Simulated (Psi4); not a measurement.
CHO2 (SMILES O=[C]O), doublet, geometry from GFN2-xTB; CAM-B3LYP/def2-SVP (Psi4).

Input for Psi4:
```
memory 2 GB

molecule {
0 2
  O    -1.03300099   -0.39412693   -0.00168439
  C    -0.02709385    0.41048045   -0.01284311
  O     1.15649400    0.25596664    0.00752085
  H    -0.82538098   -1.35760035    0.03036691
}

set basis def2-svp
set reference uks
set damping_percentage 20

energy('cam-b3lyp')
print_variables()
```

It wrote (shortened):

```
   => Loading Basis Set <=

    Name: DEF2-SVP
    Role: ORBITAL
    Keyword: BASIS

         ---------------------------------------------------------
                                   SCF
               by Justin Turney, Rob Parrish, Andy Simmonett
                          and Daniel G. A. Smith
                              UKS Reference
         ---------------------------------------------------------

  ==> Geometry <==

    Molecular point group: c1
    Full point group: C1

    Geometry (in Angstrom), charge = 0, multiplicity = 2:

       Center              X                  Y                   Z               Mass
    ------------   -----------------  -----------------  -----------------  -----------------
         O           -1.051186256578    -0.424076929905    -0.001014152650    15.994914619570
         C           -0.045279116578     0.380530450095    -0.012172872650    12.000000000000
         O            1.138308733422     0.226016640095     0.008191087350    15.994914619570
         H           -0.843566246578    -1.387550349905     0.031037147350     1.007825032230

  Running in c1 symmetry.

  Rotational constants: A =      5.23583  B =      0.38935  C =      0.36240 [cm^-1]
  Rotational constants: A = 156966.35027  B =  11672.32718  C =  10864.42697 [MHz]
  Nuclear repulsion =   63.409222011204328

  Charge       = 0
  Multiplicity = 2
  Electrons    = 23
  Nalpha       = 12
  Nbeta        = 11

  ==> Algorithm <==

  SCF Algorithm Type is DF.
  DIIS enabled.
  MOM disabled.
  Fractional occupation disabled.
  Guess Type is SAD.
  Energy threshold   = 1.00e-06
  Density threshold  = 1.00e-06
  Integral threshold = 1.00e-12

  ==> Primary Basis <==

  Basis Set: DEF2-SVP
    Blend: DEF2-SVP
    Number of shells: 21
    Number of basis functions: 47
    Number of Cartesian functions: 50
    Spherical Harmonics?: true
    Max angular momentum: 2

  ==> DFT Potential <==

   => LibXC <=

    Version 7.1.2
    S. Lehtola, C. Steigemann, M. J. T. Oliveira, and M. A. L. Marques,  SoftwareX 7, 1–5 (2018) (10.1016/j.softx.2017.11.002)

   => Composite Functional: CAM-B3LYP <=

    CAM-B3LYP Hyb-GGA Exchange-Correlation Functional

    T. Yanai, D. P. Tew, and N. C. Handy,  Chem. Phys. Lett. 393, 51 (2004) (10.1016/j.cplett.2004.06.011)

    Deriv               =              1
    GGA                 =           TRUE
    Meta                =          FALSE

    Exchange Hybrid     =           TRUE
    MP2 Hybrid          =          FALSE

[...]
      Ntotal   =   23.0000036387 ; deviation = 3.639e-06

   @Spin Contamination Metric:   3.119938102E-03
   @S^2 Expected:                7.500000000E-01
   @S^2 Observed:                7.531199381E-01
   @S   Expected:                5.000000000E-01
   @S   Observed:                5.000000000E-01

    Orbital Energies [Eh]
    ---------------------

    Alpha Occupied:

[...]
    Alpha Virtual:

[...]
    Beta Occupied:

[...]
    Beta Virtual:

[...]
    Final Occupation by Irrep:
              A
    DOCC [    11 ]
    SOCC [     1 ]
    NA   [    12 ]
    NB   [    11 ]

  @DF-UKS Final Energy:  -188.88252629877977

   => Energetics <=

    Nuclear Repulsion Energy =             63.4092220112043279
    One-Electron Energy =                -383.6175780025428139
    Two-Electron Energy =                 148.1674869255428746
    DFT Exchange-Correlation Energy =     -16.8416572329841721
    Empirical Dispersion Energy =           0.0000000000000000
    VV10 Nonlocal Energy =                  0.0000000000000000
    Total Energy =                       -188.8825262987797657

  UHF NO Occupations:
  HONO-2 :   10  A 1.9996069
  HONO-1 :   11  A 1.9991356
  HONO-0 :   12  A 1.0000000
  LUNO+0 :   13  A 0.0008644
  LUNO+1 :   14  A 0.0003931
  LUNO+2 :   15  A 0.0002359
  LUNO+3 :   16  A 0.0000339

Computation Completed

Properties will be evaluated at   0.000000,   0.000000,   0.000000 [a0]

Properties computed using the SCF density matrix

 Multipole Moments:

 ------------------------------------------------------------------------------------
     Multipole            Electronic (a.u.)      Nuclear  (a.u.)        Total (a.u.)
 ------------------------------------------------------------------------------------

 L = 1.  Multiply by 2.5417464519 to convert [e a0] to [Debye]
 Dipole X            :          0.2891360           -0.7903990           -0.5012630
 Dipole Y            :          0.4538228           -1.3017378           -0.8479150
 Dipole Z            :         -0.0099761            0.0291309            0.0191548
 Magnitude           :                                                    0.9851859

 ------------------------------------------------------------------------------------

  Variable Map:
  ----------------------------------------------------------------------------
[...]
  Array Variable Map:
  ----------------------------------------------------------------------------
[...]
[...]
```
